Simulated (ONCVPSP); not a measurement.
# Scattering properties, ONCV potential for C

C (Z = 6), optimised norm-conserving Vanderbilt (ONCV), made with ONCVPSP 4.0.1 (PBE, scalar-relativistic). Core [He], reference 2s2 2p1 (charge +1). Waves: 2s: rc 0.85 bohr, ncon 4, nbas 8, qcut 6.7 1/bohr, local; 2p: rc 2.45 bohr, ncon 3, nbas 8, qcut 5 1/bohr, 2 projectors, debl 3.5 Ha; d scattering state at 0.22 Ha: rc 2.10 bohr, ncon 4, nbas 7, qcut 4.6 1/bohr, 2 projectors, debl 3.3 Ha. Local part: the s channel. Core correction: Teter function, fcfact 4, rcfact 1.55.

The phase is arctan(r·R′/R) of the radial function R(r), unwrapped; energies in Ha, scanned from -2 to 5 Ha. A pole is an energy at which the radial function vanishes at the test radius. The pseudo phase is shifted by a multiple of π to meet the all-electron one at the reference energy, and phase errors are pseudo minus all-electron; the curves can meet again beyond the range given. Levels narrower than the energy grid can be missing from the lists of poles.

| channel | radius (bohr) | reference energy (Ha) | poles, all-electron | poles, pseudo | unbroken range about the reference energy with phases within 0.05 rad | phase error 1 Ha above the reference energy (rad) |
| --- | --- | --- | --- | --- | --- | --- |
| s | 0.86 | -0.95 | none | none | below 4.9 | -0.006 |
| p | 2.49 | -0.62 | -0.45, 2.10 | -0.44, 2.14 | below 0.0 | +0.275 |
| d | 2.13 | 0.22 | 1.87 | 1.88 | the whole range | +0.000 |

Phases in the d channel:

```
E (Ha)  all-electron  pseudo
 -1.98         1.265   1.265
 -1.80         1.247   1.247
 -1.62         1.224   1.225
 -1.44         1.198   1.198
 -1.26         1.166   1.166
 -1.08         1.125   1.125
 -0.90         1.073   1.073
 -0.72         1.004   1.004
 -0.54         0.907   0.907
 -0.36         0.764   0.764
 -0.18         0.546   0.546
  0.00         0.214   0.214
  0.18        -0.222  -0.222
  0.36        -0.636  -0.635
  0.54        -0.932  -0.932
  0.72        -1.125  -1.125
  0.90        -1.254  -1.254
  1.08        -1.345  -1.345
  1.26        -1.414  -1.414
  1.44        -1.469  -1.469
  1.62        -1.515  -1.514
  1.80        -1.555  -1.555
  1.98        -1.593  -1.592
  2.16        -1.629  -1.629
  2.34        -1.668  -1.667
  2.52        -1.710  -1.710
  2.70        -1.760  -1.760
  2.88        -1.823  -1.823
  3.06        -1.912  -1.912
  3.24        -2.050  -2.049
  3.42        -2.294  -2.294
  3.60        -2.768  -2.768
  3.78        -3.456  -3.455
  3.96        -3.947  -3.946
  4.14        -4.200  -4.198
  4.32        -4.339  -4.337
  4.50        -4.425  -4.423
  4.68        -4.484  -4.482
  4.86        -4.528  -4.526
```
